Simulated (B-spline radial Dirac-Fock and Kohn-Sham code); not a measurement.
**Form factor and incoherent scattering function of Gd**

System: neutral gadolinium, [Xe] 4f9 5d1 (an excited configuration).

The run's input, task.json:

```json
{"items": [{
  "Z": 64,
  "q": 0,
  "cfg": [[1, 0, 2], [2, 0, 2], [2, 1, 6], [3, 0, 2], [3, 1, 6], [3, 2, 10], [4, 0, 2], [4, 1, 6], [4, 2, 10], [4, 3, 9], [5, 0, 2], [5, 1, 6], [5, 2, 1]],
  "A": 158,
  "rrms": 5.1569,
  "do": ["scatter"],
  "s": [0.0, 0.05, 0.06, 0.07, 0.09, 0.11, 0.13, 0.16, 0.2, 0.25, 0.3, 0.37, 0.45, 0.55, 0.68, 0.83, 1.02, 1.25, 1.53, 1.87, 2.29, 2.81, 3.44],
  "pz": [0, 0.1, 0.2, 0.3, 0.4, 0.5, 0.6, 0.8, 1.0, 1.2, 1.4, 1.6, 1.8, 2.0, 2.5, 3.0, 4.0, 5.0, 7.0, 10.0, 15.0, 20.0, 30.0, 40.0, 60.0, 100.0],
  "hv_scatter": [1000, 2000, 8047.8, 10000, 17479.3, 50000, 500000, 1000000]
}]}
```

Command: `python xray_run.py task.json out`

Method: Dirac-Fock densities. Computed with a radial B-spline solver. f₀ is the Fourier transform of the spherical electron density, S the Waller-Hartree incoherent function, and s = sin θ/λ. The electron scattering factor follows from the Mott-Bethe formula f_e = 0.023934 Å⁻¹·(Z − f₀)/s².

```tsv
s (Å⁻¹)	f₀	S	f_e (Å)
0	64.000	0.000	–
0.05	62.421	1.896	15.118
0.06	61.972	2.324	13.481
0.07	61.510	2.776	12.161
0.09	60.512	3.777	10.305
0.11	59.387	4.875	9.126
0.13	58.138	6.016	8.302
0.16	56.094	7.724	7.392
0.2	53.206	9.888	6.459
0.25	49.599	12.375	5.515
0.3	46.202	14.663	4.733
0.37	41.962	17.576	3.853
0.45	37.825	20.484	3.094
0.55	33.474	23.601	2.415
0.68	28.791	27.128	1.822
0.83	24.498	30.733	1.372
1.02	20.568	34.772	0.999
1.25	17.495	38.974	0.712
1.53	15.011	42.996	0.501
1.87	12.518	46.498	0.352
2.29	9.755	49.588	0.248
2.81	7.239	52.418	0.172
3.44	5.589	54.955	0.118
```

f₀ starts at the number of electrons, 64, and has fallen to half at s ≈ 0.59 Å⁻¹. The sum of ⟨r²⟩ over the electrons is 130.1 bohr². It fixes the forward electron scattering factor, f_e(0) = (a₀/3)Σ⟨r²⟩ = 22.945 Å.
